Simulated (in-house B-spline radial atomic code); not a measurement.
Inner levels of neodymium as electrons are removed. A shift is the extra binding of the orbital against the neutral atom ([Xe] 4f4 6s2). The density at the nucleus is averaged over the nuclear charge. Computed with a B-spline radial code for spherical atoms: Dirac-Hartree-Fock, average of the configuration, finite nuclei.

| ion | configuration | shift of 1s1/2 (eV) | shift of 2p1/2 (eV) | shift of 2s1/2 (eV) | radius of 1s1/2 (bohr) | radius of 2p1/2 (bohr) | radius of 2s1/2 (bohr) | Σ<r²> (bohr²) | change of density at nucleus (bohr⁻³) |
| --- | --- | --- | --- | --- | --- | --- | --- | --- | --- |
| Nd42+ | [Ne] 3s2 3p6 | 2517.31 | 2457.7 | 2436.84 | 0.023624 | 0.08326 | 0.099265 | 0.61502 | 332.98 |
| Nd43+ | [Ne] 3s2 3p5 | 2662.51 | 2585.25 | 2561.65 | 0.023621 | 0.083247 | 0.09915 | 0.54314 | 559.62 |
| Nd44+ | [Ne] 3s2 3p4 | ? | ? | ? | ? | ? | ? | ? | ? |
| Nd45+ | [Ne] 3s2 3p3 | 2958.64 | 2844.69 | 2815.33 | 0.023615 | 0.083047 | 0.098913 | 0.40454 | 1022.33 |
| Nd46+ | [Ne] 3s2 3p2 | 3109.57 | 2976.57 | 2944.19 | 0.023611 | 0.082944 | 0.098791 | 0.33772 | 1258.3 |
| Nd47+ | [Ne] 3s2 3p1 | 3262.41 | 3109.89 | 3074.39 | 0.023608 | 0.082838 | 0.098667 | 0.27249 | 1497.34 |
| Nd48+ | [Ne] 3s2 | ? | ? | ? | ? | ? | ? | ? | ? |
| Nd49+ | [Ne] 3s1 | 3565.1 | 3376.09 | 3330.22 | 0.023603 | 0.082635 | 0.098539 | 0.14332 | -4352.36 |
| Nd50+ | [He] 2s2 2p6 | 3714.61 | 3508.72 | 3455.55 | 0.023601 | 0.082538 | 0.098467 | 0.079132 | -10595.5 |

**Question.** Fill in the row of Nd44+.

**Answer.** shift of 1s1/2 (eV): 2809.62; shift of 2p1/2 (eV): 2714.25; shift of 2s1/2 (eV): 2687.81; radius of 1s1/2 (bohr): 0.023618; radius of 2p1/2 (bohr): 0.083148; radius of 2s1/2 (bohr): 0.099033; Σ<r²> (bohr²): 0.473; change of density at nucleus (bohr⁻³): 789.42.

**Question.** Fill in the row of Nd48+.

**Answer.** shift of 1s1/2 (eV): 3417.15; shift of 2p1/2 (eV): 3244.65; shift of 2s1/2 (eV): 3205.94; radius of 1s1/2 (bohr): 0.023604; radius of 2p1/2 (bohr): 0.082731; radius of 2s1/2 (bohr): 0.098541; Σ<r²> (bohr²): 0.2088; change of density at nucleus (bohr⁻³): 1739.41.
